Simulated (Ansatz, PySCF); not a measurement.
Gas-phase reaction R1 → P1 + P2, each structure at its B3LYP-D3(BJ)/def2-TZVP stationary point, reached from a drawn start (curvature not checked).
R1: HF (SMILES F), charge 0, multiplicity 1.
P1: F atom, charge 0, multiplicity 2.
P2: H atom, charge 0, multiplicity 2.

P less R. No zero-point or thermal terms; singlets are restricted closed shells; open shells are unrestricted; no spin–orbit coupling.

Correlated levels freeze the cores.

Run with Ansatz (Gaussian orbitals); PySCF for M06-2X. No computed number here is a measurement.

```json
[
 {"level": "HF/cc-pVDZ", "reaction energy (kcal/mol)": "90.71"},
 {"level": "PBE/def2-TZVPP", "reaction energy (kcal/mol)": "141.02"},
 {"level": "BLYP/def2-TZVPP", "reaction energy (kcal/mol)": "139.98"},
 {"level": "r2SCAN/def2-TZVPP", "reaction energy (kcal/mol)": "137.47"},
 {"level": "BHLYP/def2-TZVPP", "reaction energy (kcal/mol)": "130.82"},
 {"level": "M06-2X/def2-TZVPP", "reaction energy (kcal/mol)": "138.85"},
 {"level": "MP2/cc-pVTZ", "reaction energy (kcal/mol)": "140.92"},
 {"level": "SCS-MP2/cc-pVQZ", "reaction energy (kcal/mol)": "[?]"},
 {"level": "CCSD(T)/cc-pVQZ", "reaction energy (kcal/mol)": "[?]"}
]
```

**Question.** Complete the blanks.

**Answer.** 
- SCS-MP2/cc-pVQZ, reaction energy (kcal/mol): 142.18
- CCSD(T)/cc-pVQZ, reaction energy (kcal/mol): 139.87

Ansatz is a program for electronic structure.
